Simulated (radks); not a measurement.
K2+, 17 electrons, occupied as [Ne] 3s2 3p5. Method: non-relativistic Kohn-Sham, Slater X-alpha with alpha = 0.571, spin-unpolarised, spherical densities, point nucleus; computed with a radial shooting solver on a logarithmic mesh with Libxc functionals. Some entries of the table are withheld. Estimate them.

orbital  occ.  eigenvalue (eV)  <1/r> (bohr^-1)  <r> (bohr)
1s          2        -3494.182              (1)         (2)
2s          2              (3)            3.735         (4)
2p          6        -294.7536            3.666         (5)
3s          2         -52.1501            1.113       1.256
3p          5              (6)           0.9904       1.383

Answer. 
(1) 1s <1/r> (bohr^-1): 18.46
(2) 1s <r> (bohr): 0.08190
(3) 2s eigenvalue (eV): -364.4435
(4) 2s <r> (bohr): 0.3932
(5) 2p <r> (bohr): 0.3541
(6) 3p eigenvalue (eV): -35.8157
